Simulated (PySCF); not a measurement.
C₅H₄O₂, SMILES C=C1OC=CC1=O.

Geometry optimised at B3LYP-D3(BJ)/def2-SVP.

All values below come from TDDFT-PBE0/def2-SVPD (PySCF).

Vertical excitations. Isolated molecule, no solvent. State labels are in the subgroup Cs.

Computed UV-visible absorptions:
```
state  symmetry  energy (eV)  λ (nm)      f                          main pairs
-----  --------  -----------  ------  -----  ----------------------------------
S1           A"         3.37     368  0.000                    HOMO−1→LUMO 99 %
S2           A'         4.27     290  0.101                      HOMO→LUMO 95 %
S3           A'         5.66     219  0.226                    HOMO−2→LUMO 91 %
S4           A"         6.52     190  0.000                  HOMO−1→LUMO+1 98 %
S5           A'         6.97     178  0.046                    HOMO→LUMO+1 92 %
S6           A"         7.04     176  0.025                    HOMO→LUMO+2 97 %
S7           A"         7.39     168  0.000                    HOMO−4→LUMO 92 %
S8           A'         7.40     168  0.005                  HOMO−1→LUMO+2 88 %
S9           A"         7.43     167  0.002                    HOMO→LUMO+3 94 %
S10          A'         7.76     160  0.024                  HOMO−1→LUMO+3 84 %
T1           A'         2.68     462      0                      HOMO→LUMO 94 %
T2           A"         2.94     422      0                    HOMO−1→LUMO 97 %
T3           A'         3.76     329      0  HOMO−2→LUMO 82 %, HOMO→LUMO+1 13 %
T4           A'         5.58     222      0  HOMO→LUMO+1 66 %, HOMO−2→LUMO 11 %
```
Triplets are in the Tamm–Dancoff approximation, which puts them higher than full response would, so one can lie above its singlet here.
